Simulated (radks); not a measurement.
The numbers below are computed, except where a source is named.
Trend from Zr2+ to Cd2+: ionisation energy by Delta-SCF between NIST ground configurations, and size. Code: a radial shooting solver on a logarithmic mesh with Libxc functionals. Model: scalar-relativistic Kohn-Sham, BLYP, spin-polarised, spherical densities, point nucleus; open shells are filled with parallel spins first (spin-orbit coupling, left out, can overturn this in heavy ions).

species  configuration  IE (eV)  NIST (eV)       kind  -e(HOMO) (eV)  r at 0.001 e/bohr^3 (bohr)
Zr2+          [Kr] 4d2   23.007     23.170  semi-emp.    17.755 (4d)                        3.65
Nb2+          [Kr] 4d3   25.332     25.040  semi-emp.    19.745 (4d)                        3.63
Mo2+          [Kr] 4d4   27.558       27.1  semi-emp.    21.649 (4d)                        3.58
Tc2+          [Kr] 4d5   29.713     29.550  semi-emp.    23.494 (4d)                        3.52
Ru2+          [Kr] 4d6   28.551     28.470  semi-emp.    22.401 (4d)                        3.49
Rh2+          [Kr] 4d7   30.901     31.060  semi-emp.    24.451 (4d)                        3.44
Pd2+          [Kr] 4d8   33.215     32.930  semi-emp.    26.460 (4d)                        3.38
Ag2+          [Kr] 4d9   35.480       34.8  semi-emp.    28.424 (4d)                        3.32
Cd2+         [Kr] 4d10   37.701      37.47       exp.    30.349 (4d)                        3.26

Reference values: NIST Atomic Spectra Database (exp. = measured, semi-emp. = semi-empirical, theory = theoretical value adopted there). Open shells are spherical and high-spin; term and fine-structure splittings are not resolved.
